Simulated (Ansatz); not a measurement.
Input for Ansatz (a first-principles code): R-CCSD(T)/cc-pV(Q+d)Z on H2S2Si (SMILES S[Si]S), a point of a torsion scan. Files ending in .json are basis or fitting sets from the Basis Set Exchange.

Ansatz 0.2 input:
```yaml
crystal:
  periodic: [false, false, false]
  atoms:
    - {symbol: S, position_ang: [1.77317238, -0.83883536, -0.53302228]}
    - {symbol: Si, position_ang: [-0.03163999, 0.42957771, -0.40217322]}
    - {symbol: S, position_ang: [-1.04609581, -0.05879565, -2.27059854]}
    - {symbol: H, position_ang: [2.22671489, -0.29116646, -1.65408891]}
    - {symbol: H, position_ang: [-0.28751356, -1.06891108, -2.67969099]}
basis:
  gaussian:
    orbitals: cc-pV_Q+d_Z.json
magnetization: {spin_polarized: false}
correlation: {method: ccsd_t, electrons: outside_noble_gas}
scf: {lower_state_search: off}
```

**Question.** Predict the final total energy.

**Answer.** -1085.8042 hartree (reference determinant -1085.2408, T1 diagnostic 0.016).

**Question.** How many basis functions does it have, and what does it roughly cost on one machine?

**Answer.** 252 functions; about 8 core-minutes (a rough figure).
